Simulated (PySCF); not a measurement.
InO⁺ at CAM-B3LYP

Computed with CAM-B3LYP; PySCF, scalar-relativistic core potentials, basis sets In def2-TZVPPD with ECP28, O def2-TZVPPD.

```
state                                                                                                             : ³Σ⁻ (triplet), unpaired electrons π ↑↑
bond length                                                                                                       : 295.7 pm
harmonic wavenumber                                                                                               : 117 cm⁻¹
force constant                                                                                                    : 0.114 mdyn/Å
rotational constant Be                                                                                            : 0.1373 cm⁻¹
anharmonicity ωexe                                                                                                : 2.39 cm⁻¹
vibration–rotation constant αe                                                                                    : 0.00307 cm⁻¹
well depth De to In⁺ + O                                                                                          : 0.20 eV
dissociation energy D0                                                                                            : 0.20 eV
bond order (Mayer)                                                                                                : 0.06
dipole moment (positive dipole points towards O; it is taken about the centre of mass and depends on that origin) : -0.53 D
```

The bond is weak. Basis-set superposition, not corrected here, can be much of De in a small basis, most of all at correlated wavefunction levels. These are scalar-relativistic numbers at best; spin–orbit coupling would shift them, the dissociation energy most. For an ion De counts to the pair picked by the measured ionisation energies or electron affinities, which need not be the lowest pair at this level. The state is the lowest determinant that a PBE0 search found; another state may lie lower at other levels.
